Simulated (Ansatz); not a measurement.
Clusters of 8 atoms, capped: r2SCAN-D4/def2-TZVP single points in Ansatz on relaxed structures, gas phase. Each cluster is the lowest isomer that a short search found in that spin, judged at the geometry's level, and lower ones may exist. Core potentials for Au, Pd, Sn, no spin–orbit coupling. HOMO and LUMO are taken over both spins. Binding counts from free atoms in the multiplicity of their measured ground term, without zero-point energy. Singlets are spin-restricted. A dash marks a value that wasn't run or was left out as unsound. The structures are stationary points that may keep the symmetry of their start. Remarks come from the PBE and PBE0 runs and from stability tests at other levels; not every state was tested.

```csv
species,atoms,state,geometry,HOMO (eV),LUMO (eV),gap (eV),binding per atom (eV),lowest of the spins relaxed,point group (within 0.1 Å),remarks
Sn4Cl4,8,singlet,PBE0-D4/def2-SVP,-5.30,-3.51,1.78,2.75,–,Cs,–
Al7H,8,singlet,B3LYP-D4/def2-SVP,-4.65,-3.47,1.17,2.20,–,–,restricted SCF unstable in HF
H5Au3,8,singlet,r2SCAN-D4/def2-SVP,-7.09,-3.71,3.38,2.15,"singlet, of singlet/triplet/quintet",–,–
B5Cl3,8,singlet,B3LYP-D4/def2-SVP,-6.27,-3.83,2.44,4.28,–,Cs,–
Si3H5,8,doublet,PBE0-D4/def2-TZVP,-5.47,-3.98,1.49,2.81,"doublet, of doublet/quartet",Cs,–
C3H5,8,doublet,PBE0-D4/def2-TZVP,-5.12,-2.51,2.61,4.19,–,C2v,–
Ga4F4,8,singlet,r2SCAN-D4/def2-SVP,-6.29,-1.73,4.56,3.42,–,Td,–
Si5H3⁺,8,singlet,PBE-D4/def2-SVP,-10.59,-8.85,1.75,–,–,–,restricted SCF unstable in HF
Pd3H5,8,doublet,PBE-D4/def2-SVP,-4.77,-4.07,0.70,2.35,"doublet, of doublet/quartet",Cs,–
```

The gap (eV) runs from 0.70 (Pd3H5) to 4.56 (Ga4F4).
